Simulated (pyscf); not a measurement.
Structures and frequencies: ωB97X-D3(BJ)/def2-SVP in PySCF.

Q: What is the homolytic dissociation enthalpy (298 K, ωB97M-D3(BJ)/def2-TZVP) of the Al–O bond of H₃C–Al(OH)–O–Al(OH)–OH (SMILES [CH3][Al]([OH])[O][Al]([OH])[OH]), to H₃C–Al(O•)–OH + [HO–Al–OH]•?

A: Al–O to H₃C–Al(O•)–OH + [HO–Al–OH]•: 137.5 kcal/mol. The 7 functionals that were run give +128.8 (PBE) to +137.5 kcal/mol (ωB97M-D3(BJ)). The radicals are drawn with the spin at the cut bond; how far it spreads was not checked. H₃C–Al(O•)–OH lies 8.5 kcal/mol over its isomer [H₃C–O–Al–OH]•, and others may lie lower still (electronic energy, ωB97M-D3(BJ)). Other isomers of [HO–Al–OH]• were not searched in full and may lie lower.
